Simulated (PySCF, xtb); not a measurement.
H4HfI2N2, SMILES [NH2][Hf]([NH2])([I])[I], multiplicity 1.

GFN2-xTB (xtb 6.7.1) at its own geometry gives an orbital gap of 2.90 eV and a dipole moment of 9.68 D.

Coordinates come from a B3LYP-D3(BJ)/def2-SVP optimisation. The multiplicity is an assumed one; other spin states were not compared. The def2 effective core potentials stand for the cores of Hf, I; spin–orbit coupling is left out. Other conformers were not sampled.

What does PBE/def2-TZVP (PySCF) give? (An estimate is asked for; the answer gives what the named calculation found.)

gap 3.90 eV (levels -6.13 and -2.24 eV), dipole 3.36 D.
